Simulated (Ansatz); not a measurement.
One change: `[SiH3][CH]1[GaH][Se]1` becomes `[CH2]1[GaH][Se]1`.

Ansatz, PBE0-D4/def2-TZVP geometries, multiplicity 1. 

Scalar relativity is left out up to krypton. Spin–orbit coupling is left out; it splits and shifts lone-pair levels of the heavy atoms by tenths of an eV.

```json
{"property": "HOMO energy (PBE0/def2-TZVPP) / eV", "`[SiH3][CH]1[GaH][Se]1`": "-6.62"}
{"property": "LUMO energy (PBE/def2-TZVPP) / eV", "`[SiH3][CH]1[GaH][Se]1`": "-2.42"}
{"property": "size of the dipole moment (PBE/def2-TZVPP) / D", "`[SiH3][CH]1[GaH][Se]1`": "2.25"}
{"property": "LUMO energy (ωB97M-V/def2-TZVPP) / eV", "`[SiH3][CH]1[GaH][Se]1`": "0.00"}
{"property": "ideal-gas entropy at 298 K and 1 bar (rigid rotor, harmonic PBE0-D4/def2-TZVP) / J/(mol·K)", "`[SiH3][CH]1[GaH][Se]1`": "356"}
{"property": "size of the dipole moment (ωB97M-V/def2-TZVPP) / D", "`[SiH3][CH]1[GaH][Se]1`": "2.65"}
```

Problem. Give the same properties after the change, and the shifts. (Estimate.)

Solution. The calculation gave: 
```
                                                                                  property  `[CH2]1[GaH][Se]1`  shift
                                                        HOMO energy (PBE0/def2-TZVPP) / eV               -6.57   0.05
                                                         LUMO energy (PBE/def2-TZVPP) / eV               -2.24   0.18
                                            size of the dipole moment (PBE/def2-TZVPP) / D                2.13  -0.12
                                                     LUMO energy (ωB97M-V/def2-TZVPP) / eV                0.18   0.18
ideal-gas entropy at 298 K and 1 bar (rigid rotor, harmonic PBE0-D4/def2-TZVP) / J/(mol·K)                 301    -55
                                        size of the dipole moment (ωB97M-V/def2-TZVPP) / D                2.55  -0.10
```

With PBE0 the HOMO rises by 0.05 eV and the LUMO rises by 0.17 eV, so the gap widens by about 0.12 eV. PBE moves the HOMO by 0.06 eV and ωB97M-V by 0.05 eV. The zero-point energy changes by -39.9 kJ/mol with -9 modes. Dipoles are sizes alone; their direction can turn.

Positive LUMOs are unbound, so they and the gaps depend on the basis.
